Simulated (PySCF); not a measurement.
## Worked example: chemical shift, span and skew from a shielding tensor

C₂H₇ClO₂Si, SMILES OCC[Si@H](O)Cl. Atoms are numbered in the order given.

```xyz
13

O     -2.2568     0.4077    -0.2589
C     -2.0742    -0.8899     0.2907
C     -0.6366    -1.1237     0.7689
Si     0.6200    -0.3597    -0.4050
O      2.0716    -1.1309    -0.0786
Cl     0.8170     1.6864     0.0487
H     -1.9460     1.0585     0.3998
H     -2.3151    -1.5957    -0.5319
H     -2.8016    -1.1013     1.1123
H     -0.4600    -0.6581     1.7638
H     -0.4116    -2.2053     0.8878
H      0.2731    -0.4501    -1.8596
H      2.8382    -0.8138    -0.5874
```

Geometry optimised at PBE-D3(BJ)/def2-SVP. The structure was generated by enumeration; whether it is a known compound was not checked. The values are those of a single conformer.

GIAO shieldings from KT2/pcSseg-1 run with PySCF, non-relativistic, no solvent. The symmetric part of the tensor of C3 has the principal values 130.1, 158.5, 170.9 ppm. The same nucleus in TMS has σ = 185.1 ppm at this level (PySCF, at its B3LYP-D3(BJ)/def2-TZVP geometry). Without spin–orbit terms, shifts of atoms bonded to Cl or Br come out too high.

Task: Work out the isotropic shielding, the ¹³C shift against TMS, the span and the skew.

Result: 
σ(iso) = (σ11 + σ22 + σ33)/3 = 153.2 ppm. δ = σ(ref) − σ(iso) = 185.1 − (153.2) = 31.9 ppm.
Span Ω = σ33 − σ11 = 40.8 ppm. Skew κ = 3(σ(iso) − σ22)/Ω = -0.39. Tumbling in solution averages the tensor to δ; in a static solid the shielding alone would spread this spin-1/2 line over Ω.
